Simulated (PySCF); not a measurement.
## Radial density of Hg³⁵⁺ (mercury, charge +35)

TPSS, [Kr] 4d9, 2D determinant. All numbers are calculated (PySCF 2.14, the non-relativistic Hamiltonian (point nucleus), in an uncontracted even-tempered set (18 s from 3.2 bohr⁻², ratio 2.5; 12 p from 4.1 bohr⁻², ratio 2.5; 9 d from 4.1 bohr⁻², ratio 2.5; 4 f from 22 bohr⁻², ratio 2.7; 3 g from 33 bohr⁻², ratio 2.7)).

```csv
r (bohr),4πr²ρ (e/bohr),4πr²(ρα − ρβ)
0.000297,0.3886,0.0000
0.000499,1.064,0.0000
0.000840,2.852,0.0000
0.00141,7.362,0.0000
0.00238,17.85,-0.0001
0.00400,39.00,-0.0001
0.00672,71.64,-0.0002
0.0113,99.89,-0.0001
0.0190,98.74,0.0038
0.0320,102.9,0.0480
0.0538,144.2,0.3604
0.0905,122.0,1.1873
0.152,131.3,0.5678
0.256,57.49,1.0898
0.431,55.37,3.0096
0.725,3.338,0.1876
1.22,0.006250,0.0004
```

A non-relativistic calculation at this Z misses sizeable relativistic shifts. Spin-orbit coupling, absent here, splits the open shell strongly.
